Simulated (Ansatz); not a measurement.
Consider the homolysis of the N–Si bond: `BN(C)[SiH2]S` → `B[N]C`• + `[SiH2]S`•.

Gas-phase electronic energies from Ansatz, PBE0-D4/def2-TZVP geometries. CBS: MP2 limit from def2 TZ/QZ plus the TZ coupled-cluster correction, frozen cores. Functionals use def2-TZVPP. B3LYP here is the variant with VWN-RPA as its local correlation; programs differ in this. No spin–orbit coupling; open shells (•) take unrestricted orbitals. Each species was taken in one conformer, which may not be the lowest.

CCSD(T)/CBS gives +447.8 kJ/mol.

Question: Another level gave +466.9 kJ/mol. Which?
A. PBE/def2-TZVPP
B. B2PLYP/def2-TZVPP
C. SCS-MP2/def2-TZVPP
D. B3LYP/def2-TZVPP

Answer: C. SCS-MP2/def2-TZVPP 466.9, B2PLYP 414.6, B3LYP 381.1, PBE 376.2 kJ/mol.

Largest T1 diagnostic among the species: 0.024.

In def2-TZVPP, CCSD(T) changes the Hartree–Fock value by +104.2 kJ/mol (the triples alone add +7.5 kJ/mol) and MP2 by +142.2 kJ/mol; breaking electron pairs costs correlation energy, which Hartree–Fock lacks. From PBE to PBE0 (25 % exact exchange), in def2-TZVPP and without D4, ΔE moves by +19.7 kJ/mol.
